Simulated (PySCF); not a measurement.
## Ionisation energy of P²⁺ by level of theory

P²⁺ [Ne] 3s2 3p1 (2P) → P³⁺ [Ne] 3s2 (1S), as a difference of total energies. Computed with PySCF 2.14 in x2c-SVPall, with the spin-free X2C one-electron Hamiltonian (Gaussian nucleus). Correlated levels: valence: [Ne] frozen. The calculations carry no spin-orbit coupling.

| method | ionisation energy (eV) |
| --- | --- |
| UHF | 29.504 |
| LDA | 30.160 |
| TPSS | 30.335 |
| MP2 (valence) | 29.687 |
| SCS-MP2 (valence) | 29.668 |
| CCSD (valence) | 29.797 |
| CCSD(T) (valence) | 29.814 |

Problem. How much does correlation contribute at CCSD(T) (valence)?

Solution. 29.814 − (29.504) = 0.310 eV, measured against UHF.

The reference lies between the lowest fine-structure levels, while these numbers refer to the centres of the terms.

Errors of the correlated levels include the incompleteness of this basis and the frozen core.

For comparison: 30.203 eV (measured; NIST Atomic Spectra Database, ionization energies).
